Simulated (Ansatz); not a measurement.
CH4AlClFNSi, SMILES `N=[C](Cl)[Al]([F])[SiH3]`, one more setting.

```yaml
crystal:
  periodic: [false, false, false]
  atoms:
    - {symbol: N, position_ang: [0.040795, -1.353204, -1.962389]}
    - {symbol: C, position_ang: [-0.049366, -0.099473, -1.910963]}
    - {symbol: Cl, position_ang: [-0.162635, 0.759705, -3.442186]}
    - {symbol: Al, position_ang: [-0.075704, 0.996303, -0.264110]}
    - {symbol: F, position_ang: [-0.199899, 2.631127, -0.387384]}
    - {symbol: Si, position_ang: [0.081112, -0.116573, 1.908816]}
    - {symbol: H, position_ang: [0.101878, -1.756744, -1.025555]}
    - {symbol: H, position_ang: [1.351154, -0.891204, 1.990416]}
    - {symbol: H, position_ang: [-1.044571, -1.079624, 2.067195]}
    - {symbol: H, position_ang: [0.040436, 0.858489, 3.029059]}
basis:
  gaussian: {orbitals: def2-TZVPP}
hamiltonian: {xc: {name: wB97M-V}}
output: {forces: true}
```

```sh
$ ansatz run in.yaml --threads 4 --pin off --events-out ev --progress --plain --max-ram 10444MiB
```

It prints (some lines left out):

```
Functional definition: wB97M-V
1600 factors; their error is unknown
335 factors; integrals over basis functions are off by at most 2.9e-5 eV
mean field evaluation 1: about -32301.4492 eV, gradient 5.6e1 eV
mean field evaluation 2: about -32299.3235 eV, gradient 7.0e1 eV
mean field evaluation 4: about -32307.4258 eV, gradient 2.7e0 eV
mean field evaluation 8: about -32307.4546 eV, gradient 1.3e-1 eV
mean field evaluation 16: about -32307.4842 eV, gradient 1.1e-4 eV
mean field -32307.48417506 eV, -1187.2781446340 hartree, gradient 4.4e-5 eV, S^2 0.000000; 0 other end points of the search recorded, 0 dependent functions left out
reference -32307.48423402 eV, -1187.2781468010 hartree; 35, 35 occupied and 240, 240 virtual orbitals, 1600 factors
Total energy: -32307.48423402 eV, -1187.2781468010 hartree
Atom 0 at     0.040795    -1.353204    -1.962389 Å, force     0.007337    -0.059988     0.007819 eV/Å
Atom 1 at    -0.049366    -0.099473    -1.910963 Å, force     0.004588     0.007938     0.186129 eV/Å
Atom 2 at    -0.162635     0.759705    -3.442186 Å, force    -0.009210     0.052901    -0.135213 eV/Å
Atom 3 at    -0.075704     0.996303    -0.264110 Å, force     0.020942    -0.189308     0.111109 eV/Å
Atom 4 at    -0.199899     2.631127    -0.387384 Å, force    -0.007959     0.086511    -0.020456 eV/Å
Atom 5 at     0.081112    -0.116573     1.908816 Å, force     0.003676    -0.030297     0.059196 eV/Å
Atom 6 at     0.101878    -1.756744    -1.025555 Å, force    -0.006616     0.042432    -0.039422 eV/Å
Atom 7 at     1.351154    -0.891204     1.990416 Å, force    -0.143333     0.089643    -0.013594 eV/Å
Atom 8 at    -1.044571    -1.079624     2.067195 Å, force     0.126433     0.110649    -0.021738 eV/Å
Atom 9 at     0.040436     0.858489     3.029059 Å, force     0.004144    -0.110480    -0.133828 eV/Å
Dipole moment:     0.028054    -0.116391     0.606673 e Å
```

Hardware: 4 threads of an Arm Neoverse V1 on a shared host. Wall time 15 s, peak host memory 1.1 GiB.
